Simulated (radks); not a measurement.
Values are calculated unless marked as measured or tabulated.
These are the eigenvalues of the occupied orbitals of an atom or ion with whole-number occupations (eV). Code: a radial shooting solver on a logarithmic mesh with Libxc functionals. Model: Dirac Kohn-Sham, BLYP, spin-unpolarised, spherical densities, finite nucleus; Fermi nuclear charge, rms radius of each element as measured or else 0.836 A^(1/3) + 0.57 fm.

orbital  eigenvalue
1s1/2     -43765.31
2s1/2     -7412.621
2p1/2     -7035.500
2p3/2     -6515.145
3s1/2     -1916.496
3p1/2     -1755.659
3p3/2     -1651.186
3d3/2     -1371.482
3d5/2     -1348.851
4s1/2     -669.9322
4p1/2     -607.4470
4p3/2     -581.9389
4d3/2     -477.8629
4d5/2     -472.8961

Which element is it, and in what charge state? The configuration may be excited. Open shells, if any, fill j = l - 1/2 first.

Answer. Z = 60, neodymium, charge +17: Nd17+ in [Kr] 4d7. The list shows which subshells hold electrons but not how many an open one holds; the 1s level, -1608.3 hartree, gives Z - s = 56.7 by -(Z - s)^2/2, which with screening and relativity narrows Z to a few neighbours, and the depths of the outer levels then fix element, charge and occupations together.
